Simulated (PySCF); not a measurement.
These compounds are isomers of formula C₇H₁₀NP.

A. SMILES C=Cc1cpcn1CC
B. `InChI=1S/C7H10NP/c1-6-4-9-5-8(6)7-2-3-7/h4-5,7H,2-3H2,1H3`
C. SMILES CC(C)c1cncpc1

Spectrum 1. ¹H NMR (300 MHz, computed): δ 10.61 (m, 1H), 9.41 (m, 1H), 9.18 (m, 1H), 2.65 (sept, 1H), 1.37 (d, 6H). ¹³C{¹H} NMR (computed): δ 189.0 (CH), 173.3 (CH), 151.1 (CH), 148.5 (C), 43.4 (CH), 26.8 (CH3).

Spectrum 2. ¹H NMR (300 MHz, computed): δ 7.89 (m, 1H), 7.84 (m, 1H), 6.72 (m, 1H), 6.10 (m, 1H), 5.51 (m, 1H), 4.13 (q, 2H), 1.31 (t, 3H). ¹³C{¹H} NMR (computed): δ 159.9 (CH), 143.3 (C), 136.1 (CH), 131.3 (CH), 119.5 (CH2), 48.3 (CH2), 19.8 (CH3).

Spectrum 3. ¹H NMR (300 MHz, computed): δ 7.94 (m, 1H), 6.99 (m, 1H), 3.21 (m, 1H), 2.54 (s, 3H), 1.01 (m, 2H), 0.98 (m, 2H). ¹³C{¹H} NMR (computed): δ 159.3 (CH), 143.1 (C), 134.2 (CH), 33.0 (CH), 18.1 (CH3), 10.0 (CH2).

No solvent, a single conformation, non-relativistic Hamiltonian, fast rotation and ring inversion assumed for equivalent nuclei. PBE0/pcSseg-1 with gauge-including orbitals; coordinates at the GFN2-xTB level; PySCF.

Scale: ¹H and ¹³C vs TMS (reference shieldings calculated alike). Splittings of carbon signals by F and P are missing where no couplings were computed. Where no couplings were computed, multiplicities follow the n + 1 count of equivalent neighbours, and m marks all less simple cases (inequivalent or close neighbours, rings, F or P nearby). Shifts are as computed. Against solution values, carbons near 30 ppm lie about +3 ppm off and those near 130 ppm about +5 ppm. Of 1211 compounds with measured shifts, 218 miss one by over three times the rms of a fit or turn the order of signals round; such compounds aren't used in these exercises.

Task: Match each spectrum to its structure.

Result: 1–C, 2–A, 3–B.

- Spectrum 1 (C): 6 ¹³C signals; δC 189.0 is an aromatic CH next to a ring nitrogen; δC 151.1 is an aromatic CH next to a ring nitrogen.
- Spectrum 2 (A): 7 ¹³C signals; δC 159.9 is an aromatic CH next to a ring nitrogen; δC 136.1 is an aromatic CH.
- Spectrum 3 (B): 6 ¹³C signals; δC 159.3 is an aromatic CH next to a ring nitrogen; δC 134.2 is an aromatic CH.
